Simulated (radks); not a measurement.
The niobium ion Nb3+, configuration [Kr] 4d2.

All-electron calculation, scalar-relativistic Kohn-Sham, SCAN, spin-polarised, spherical densities, finite nucleus; open shells are filled with parallel spins first (spin-orbit coupling, left out, can overturn this in heavy ions); meta-GGA in the generalised Kohn-Sham scheme; Fermi nuclear charge, rms radius 4.324 fm. Program: a radial shooting solver on a logarithmic mesh with Libxc functionals.

Energy parts (eV):
total: -103915.440
kinetic: 106999.756
electron-nucleus: -249160.940
Hartree: 41473.491
exchange-correlation: -3227.748

Orbitals (lengths in bohr, moments of r in powers of bohr; r(90%) holds 90 % of the orbital's charge):
1s down: occ. 1; eigenvalue (eV) -18881.83; r(90%) 0.0646
1s up: occ. 1; eigenvalue (eV) -18881.82; r(90%) 0.0646
2s up: occ. 1; eigenvalue (eV) -2681.327; r(90%) 0.244
2s down: occ. 1; eigenvalue (eV) -2681.033; r(90%) 0.244
2p up: occ. 3; eigenvalue (eV) -2394.474; r(90%) 0.224
2p down: occ. 3; eigenvalue (eV) -2394.256; r(90%) 0.224
3s up: occ. 1; eigenvalue (eV) -478.8943; r(90%) 0.653
3s down: occ. 1; eigenvalue (eV) -478.7747; r(90%) 0.653
3p up: occ. 3; eigenvalue (eV) -384.1538; r(90%) 0.673
3p down: occ. 3; eigenvalue (eV) -384.0043; r(90%) 0.673
3d up: occ. 5; eigenvalue (eV) -230.2093; r(90%) 0.693
3d down: occ. 5; eigenvalue (eV) -229.9339; r(90%) 0.693
4s up: occ. 1; eigenvalue (eV) -91.4929; r(90%) 1.67
4s down: occ. 1; eigenvalue (eV) -89.7736; r(90%) 1.67
4p up: occ. 3; eigenvalue (eV) -66.5038; r(90%) 1.88
4p down: occ. 3; eigenvalue (eV) -64.5241; r(90%) 1.87
4d up: occ. 2; eigenvalue (eV) -31.2030; r(90%) 2.61

The highest occupied level is 4d up at -31.203 eV. The spin density at the nucleus is -2.425 e/bohr^3 (1s -0.019, 2s -0.529, 3s 0.499, 4s -2.376). The electron density at the nucleus is 8.401e+04 e/bohr^3 (large components only). Spin moment in Bohr magnetons: 2.

Empty levels of this run are not shown, since the potential may be unsettled where no density lies.
